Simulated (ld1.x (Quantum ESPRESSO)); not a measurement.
Ta: one change to a TM potential, before and after

* Element: tantalum (Ta)
* Generator: ld1.x (Quantum ESPRESSO) 7.5
* Type: norm-conserving Troullier–Martins (Kleinman–Bylander form)
* Functional: PBEsol
* Relativity: scalar-relativistic
* Frozen core: [Xe] 4f14
* Valence charge: 5
* Reference configuration: 5d2 6s0 6p0 (charge +3)
* Partial waves: 6s (bound, empty): rc 2.20 bohr; 5d (bound): rc 2.10 bohr; 5f channel at 0.05 Ry: rc 2.55 bohr; 6p (bound, empty): rc 2.80 bohr
* Local potential: the p channel
* Core correction: none

All-electron outer shells of the reference configuration (PBEsol, scalar-relativistic, ld1.x):

| shell | level (eV) | outermost node (bohr) | outermost maximum (bohr) |
| --- | --- | --- | --- |
| 4f | -52.90 | – | 0.44 |
| 5d | -29.13 | 0.65 | 1.51 |
| 6s | -27.03 | 1.30 | 2.45 |
| 6p | -19.89 | 1.53 | 2.96 |

Change: all radii scaled by about 1.13 (s 2.48, p 3.16, d 2.38, f 2.88 bohr).

Cutoffs: the cutoffs (Ry, on a coarse ladder) from which the occupation-weighted sum of valence levels, in a spherical-Bessel basis at the reference potential, stays within 10 and 1 mRy of its value at 400 Ry; they do not see the model core or the augmentation charge, which bear on the density cutoff. Errors are all-electron minus pseudo energies relative to the spin-unpolarised reference configuration.

Question: How do hardness, ghosts and transferability respond?

Answer: The potential gets softer (30 Ry and 35 Ry → 25 Ry and 30 Ry); of the 7 tests that both files solve, the error grows in 0 and shrinks in 2 by more than 15 % and 0.3 meV (median size 214.8 → 190.8 meV); neither file shows a bound ghost. A larger radius leaves more room for a smooth pseudo-wave, so fewer plane waves are needed.

```csv
quantity,base,changed
"cutoff, loose",30 Ry,25 Ry
"cutoff, tight",35 Ry,30 Ry
bound ghosts,none,none
"error for 5d3 6s2 6p0, meV [ΔE -47.09 eV]",+445,+381
"error for 5d3 6s1 6p0, meV [ΔE -38.59 eV]",+215,+191
"error for 5d3 6s0 6p0, meV [ΔE -23.61 eV]",-1.7,-0.9
"error for 5d3.5 6s1.5 6p0, meV [ΔE -46.10 eV]",+307,+252
"error for 5d3 6s0 6p1, meV [ΔE -33.46 eV]",+184,+183
"error for 5d4 6s0 6p0, meV [ΔE -37.16 eV]",-90,-94
"error for 5d2 6s2 6p1, meV [ΔE -44.06 eV]",+587,+541
```
